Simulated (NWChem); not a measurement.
System meant: C₂H₄N cation; SMILES CC#[NH+]

Here is an NWChem input.

```
start job
memory heap 200 mb stack 900 mb global 1100 mb
charge 1
geometry units angstroms noautoz
  C     -0.000063    -1.265084    -0.000052
  C     -0.000136     0.165839    -0.000311
  N     -0.000180     1.311978    -0.000859
  H     -0.708650    -1.626166    -0.764217
  H     -0.307489    -1.626255     0.995663
  H      1.016039    -1.626079    -0.231670
  H     -0.000336     2.329171    -0.002272
end
basis spherical
  C library def2-svp
  N library def2-svp
  H library def2-svp
end
dft
  odft
  mult 2
  xc b3lyp
  iterations 150
  mulliken
end
task dft energy
```

End of the output:

```
 ==============================================================================
                                 internuclear angles
 ------------------------------------------------------------------------------
        center 1       |       center 2       |       center 3       |  degrees
 ------------------------------------------------------------------------------
    2 C                |   1 C                |   4 H                |   109.11
    2 C                |   1 C                |   5 H                |   109.11
    2 C                |   1 C                |   6 H                |   109.11
    4 H                |   1 C                |   5 H                |   109.83
    4 H                |   1 C                |   6 H                |   109.83
    5 H                |   1 C                |   6 H                |   109.83
    1 C                |   2 C                |   3 N                |   180.00
    2 C                |   3 N                |   7 H                |   180.00
 ------------------------------------------------------------------------------
                            number of included internuclear angles:          8
 ==============================================================================

 Summary of "ao basis" -> "" (spherical)
 ------------------------------------------------------------------------------
       Tag                 Description            Shells   Functions and Types
 ---------------- ------------------------------  ------  ---------------------
 C                          def2-svp                 6       14   3s2p1d
 N                          def2-svp                 6       14   3s2p1d
 H                          def2-svp                 3        5   2s1p

                                 NWChem DFT Module
                                 -----------------

 Summary of "ao basis" -> "ao basis" (spherical)
 ------------------------------------------------------------------------------
       Tag                 Description            Shells   Functions and Types
 ---------------- ------------------------------  ------  ---------------------
 C                          def2-svp                 6       14   3s2p1d
 N                          def2-svp                 6       14   3s2p1d
 H                          def2-svp                 3        5   2s1p

      Symmetry analysis of basis
      --------------------------

        a          26
        e+         18
        e-         18

  Rotation of axis
  number of electrons :                   22
  multiplicity        :                    2
 ------------------------------------------------------------------------
  no. of electrons and multiplicity not compatible                  22
 ------------------------------------------------------------------------
 ------------------------------------------------------------------------
  current input line :
    25: task dft energy
 ------------------------------------------------------------------------
 ------------------------------------------------------------------------
 There is an error in the input file
 ------------------------------------------------------------------------
 For more information see the NWChem manual at https://nwchemgit.github.io

0: no. of electrons and multiplicity not compatible:Received an Error in Communication
```

Problem. What is wrong, and how is it mended?

Solution. The input was rejected before any calculation. Cause: the multiplicity doesn't fit the number of electrons (an even count wants an odd multiplicity, and the reverse). This input runs:
```
start job
memory heap 200 mb stack 900 mb global 1100 mb
charge 1
geometry units angstroms noautoz
  C     -0.000063    -1.265084    -0.000052
  C     -0.000136     0.165839    -0.000311
  N     -0.000180     1.311978    -0.000859
  H     -0.708650    -1.626166    -0.764217
  H     -0.307489    -1.626255     0.995663
  H      1.016039    -1.626079    -0.231670
  H     -0.000336     2.329171    -0.002272
end
basis spherical
  * library def2-svp
end
dft
  xc b3lyp
  iterations 150
  mulliken
end
task dft energy
```
It converges to -132.96831 Ha (B3LYP/def2-SVP).
